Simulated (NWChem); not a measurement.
**Ionisation of H₂As**

```xyz
3

As     0.0000     0.0000    -0.0614
H     -1.0888     0.0000     1.0131
H      1.0888     0.0000     1.0131
```
Charge 0, spin multiplicity 2.

Program: NWChem. The geometry was optimised at UPBE0/def2-SVP, a minimum by its harmonic frequencies.

Basis set: def2-TZVP. The species with one electron less has spin multiplicity 1 and keeps the geometry of the parent. Δ marks differences of total energies (open shells unrestricted). −ε marks an orbital energy of the parent. That orbital need not have the symmetry of the hole or added electron in the Δ rows. That singlet is a closed-shell solution.

The Hamiltonian is non-relativistic. B3LYP has NWChem's definition, with VWN1-RPA local correlation. The structure started from a generated list of species. The unpaired electrons of the parent sit in orbitals of symmetry b2 (C2v labels of the run); other states weren't searched. No SCF solution was tested for a lower state.

Question: One of these methods gave a first vertical ionisation energy of 9.07 eV. Which?
(A) −ε(alpha HOMO) of PBE
(B) ΔB3LYP
(C) G0W0@PBE0
(D) −ε(alpha HOMO) of B3LYP

Answer: C, G0W0@PBE0. The others give 9.49 (ΔB3LYP), 6.51 (−ε(alpha HOMO) of B3LYP), 5.68 (−ε(alpha HOMO) of PBE).
